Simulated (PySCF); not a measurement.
A GIAO shielding run with PySCF (density fitting, non-relativistic, gas phase) on SMILES [O]=[Cr](=[O])=[O], CrO$_{3}$:

```
{"job": {"kind": "nmr", "xc": "PBE", "basis": {"default": "pcSseg-1", "Cr": "pcSseg-2"}, "pop": false}, "charge": 0, "multiplicity": 1}
Cr     0.019202     0.005448     0.294854
O      1.489935    -0.015752    -0.196806
O     -0.744706     1.304631    -0.073242
O     -0.764420    -1.294327    -0.024807
```

Hardware: 1 thread of an Arm Neoverse V2, shared host.

(1) How large is the calculation?

(2) How long does it take?

(3) And these other runs on the same molecule and hardware: GIAO shielding at B3LYP/pcSseg-1 (pcSseg-2 on Cr); GIAO shielding at PBE0/pcSseg-1 (pcSseg-2 on Cr); spin–spin coupling at PBE/pcJ-1 (pcSseg-1 on Cr)?

Answers

(1) 48 electrons, 124 basis functions and 565 auxiliary functions.

(2) 6.6 s of wall time, with 14 SCF cycles. Times on a shared host scatter by some tens of per cent.

(3) B3LYP/pcSseg-1 (pcSseg-2 on Cr): 124 functions, 4.1 s; PBE0/pcSseg-1 (pcSseg-2 on Cr): 124 functions, 5.7 s; PBE/pcJ-1 (pcSseg-1 on Cr): 126 functions, 5.8 s.
